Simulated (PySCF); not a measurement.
# Partial charges of benzothiazole

Compound: benzothiazole, C7H5NS.
Bonds: C1–C2 (aromatic), C2–C3 (aromatic), C3–C4 (aromatic), C4–S5 (aromatic), S5–C6 (aromatic), C6–N7 (aromatic), N7–C8 (aromatic), C8–C9 (aromatic), C1–C9 (aromatic), C4–C8 (aromatic). Hydrogens: H10 on C1; H11 on C2; H12 on C3; H13 on C6; H14 on C9.

Density: PBE0/pcSseg-1 (PySCF); schemes: Mulliken, IAO, Hirshfeld and ESP-fitted. Geometry: PBE0-D3(BJ)/def2-SVP; no solvent, vibrations or thermal averaging.

Q: Tabulate the Mulliken, IAO, Hirshfeld and ESP-fitted charges.

A: In e:

```
atom                          environment  Mulliken     IAO  Hirshfeld  ESP-fitted
  C1                   aromatic CH carbon    -0.075  -0.155     -0.050      +0.014
  C2                   aromatic CH carbon    -0.091  -0.149     -0.048      -0.336
  C3                   aromatic CH carbon    -0.004  -0.157     -0.058      -0.120
  C4          ring-fusion aromatic carbon    -0.425  -0.157     -0.033      -0.124
  S5                thiophene-type sulfur    +0.280  +0.270     +0.087      -0.038
  C6  aromatic CH next to a ring nitrogen    -0.028  -0.129     +0.008      +0.070
  N7               pyridine-type nitrogen    -0.392  -0.273     -0.171      -0.572
  C8          ring-fusion aromatic carbon    +0.217  +0.085     +0.025      +0.653
  C9                   aromatic CH carbon    -0.022  -0.148     -0.046      -0.468
 H10                    aromatic hydrogen    +0.101  +0.156     +0.053      +0.133
 H11                    aromatic hydrogen    +0.104  +0.155     +0.053      +0.190
 H12                    aromatic hydrogen    +0.091  +0.159     +0.054      +0.195
 H13                    aromatic hydrogen    +0.140  +0.176     +0.067      +0.189
 H14                    aromatic hydrogen    +0.103  +0.167     +0.058      +0.213
```

Mean size of the charges over all atoms: ESP-fitted 0.237 e, IAO 0.167 e, Mulliken 0.148 e, Hirshfeld 0.058 e. Each set sums to the total charge, 0, to within 0.001 e. The IAO scheme counts the electrons in orthogonalised intrinsic atomic orbitals, a minimal basis polarised so that it spans the occupied orbitals exactly.

Lowest charge. The schemes don't all agree: Mulliken C4 (-0.425); IAO N7 (-0.273); Hirshfeld N7 (-0.171); ESP-fitted N7 (-0.572).

Highest charge. The schemes don't all agree: Mulliken S5 (+0.280); IAO S5 (+0.270); Hirshfeld S5 (+0.087); ESP-fitted C8 (+0.653).

Q: Sum the charges by element, for elements with more than one atom.

A: 
```csv
element,atoms,Mulliken,IAO,Hirshfeld,ESP-fitted
C,7,-0.428,-0.811,-0.202,-0.310
H,5,+0.540,+0.814,+0.285,+0.920
```

Q: How many electrons does the IAO scheme count on N7?

A: Z − q = 7 − (-0.273) = 7.273.

These values come from a run that also computed NMR shieldings. Hardware: Arm Neoverse V1, one thread (shared host). Cost: 24 s.
